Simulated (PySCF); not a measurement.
**Adding and removing an electron: SrTe**

r²SCAN; basis Sr def2-SVP with ECP28, Te def2-SVP with ECP28; scalar-relativistic core potentials; PySCF 2.14. Neutral (UKS): singlet (closed shell), Re = 2.805 Å, ωe = 226 cm⁻¹, De = 3.01 eV, HOMO -3.89 eV, LUMO -2.57 eV.

SrTe⁺ (UKS): doublet (π ↑), Re = 2.971 Å, ωe = 190 cm⁻¹, De = 2.25 eV to Sr⁺ + Te. The energies at the minima are -298.86861 hartree for SrTe and -298.64164 for SrTe⁺.

Work out the adiabatic ionisation energy, without and with harmonic zero-point energies (1 hartree = 27.2114 eV, 1 eV = 8065.5 cm⁻¹), and the change of the bond length.

At r²SCAN: 0.22697 hartree = 6.176 eV between the minima; the zero-point term (190.0 − 226.0)/2 cm⁻¹ = -0.002 eV makes it 6.174 eV. Re changes by +16.6 pm against the neutral. Minus the HOMO energy is 3.89 eV, -2.29 eV from the value between the minima; self-interaction puts the Kohn–Sham level too high, less so with exact exchange. The electron leaves a π orbital; in so polar a molecule the change of length follows mostly from the change of the ionic charges.

Spin–orbit coupling is left out, which matters for elements this heavy, above all for dissociation energies. For an ion De counts to the pair picked by the measured ionisation energies or electron affinities, which need not be the lowest pair at this level. States were picked by a PBE0 search and need not be the measured ground states.
